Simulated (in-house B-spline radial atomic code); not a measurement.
## RPA and G0W0 on SCAN: Sn III (Sn2+)

Configuration [Kr] 4d10 5s2, mean-field start SCAN. Computed with a B-spline radial code for spherical atoms: all electrons, scalar-relativistic (spin-free one-electron X2C), finite nucleus, each spin shell either full or empty, empty states to l = 9 with an (l + 1/2)⁻⁴ tail; G0W0 by contour deformation at full frequency.

Command:
```bash
python run_gw.py task.json out
```
Settings (radii: box in bohr, nucleus in fm):
```
Z                        50
electrons                48
configuration            [Kr] 4d10 5s2
hamiltonian              x2c
method                   scan,scan
lmax                     9
rms_radius               4.6519
spin_polarised           False
box_radius               17.55
intervals                69
ion_configuration        [Kr] 4d10 5s1
```

Time taken, with all properties: 9.9 s on 1 thread of Arm Neoverse N1, with other jobs on the host.

Energies (hartree):

| term | value |
| --- | --- |
| mean-field total | -6176.19835 |
| Hartree-Fock functional on these orbitals | -6173.05199 |
| direct second order | -4.3393 |
| second-order exchange | 1.1941 |
| SOSEX correction | 1.0997 |

Task: What is the RPA correlation energy, and what remains with SOSEX?

Result: RPA gives -3.7669 hartree (-2.14 eV per electron); RPA + SOSEX gives -2.6673, and the second-order doubles -3.1452 hartree (no singles). RPA lacks exchange-type terms and so overcorrelates at short range.

Quasi-particle levels (eV):

```csv
level,occupied,mean field,Σx - vxc,Σc,QP weight,G0W0
5s,yes,-26.439,-2.32,?,?,?
4d,yes,-43.91,-8.82,1.29,0.884,-51.44
5p,no,-17.589,4.72,-1.44,0.947,-14.315
```

G0W0 = mean field + (Σx - vxc) + Σc, with Σc (partial-wave tail included) taken at the quasi-particle energy. Only the outer levels were computed. Levels of low weight are left out.

Task: Where does G0W0 put 5s?

Result: At -30.90 eV, with Σc = -2.15 eV and a quasi-particle weight of 0.945. The tabulated removal energy is 30.506 ± 0.003 eV (NIST, measured); the calculation leaves out spin-orbit coupling, Breit and QED terms, and what these don't explain is the method's own error.

Task: What does it cost to remove one electron (to [Kr] 4d10 5s1) by differences of total energies, each species on its own start (correlation terms add to the Hartree-Fock functional)?

Result: SCAN 30.42 eV, Hartree-Fock functional 28.398 eV, + RPA 30.87 eV, + RPA + SOSEX 30.31 eV, + second order 31.89 eV. Tabulated: 30.506 ± 0.003 eV (NIST, measured); the calculation leaves out spin-orbit coupling, Breit and QED terms, and what these don't explain is the method's own error.
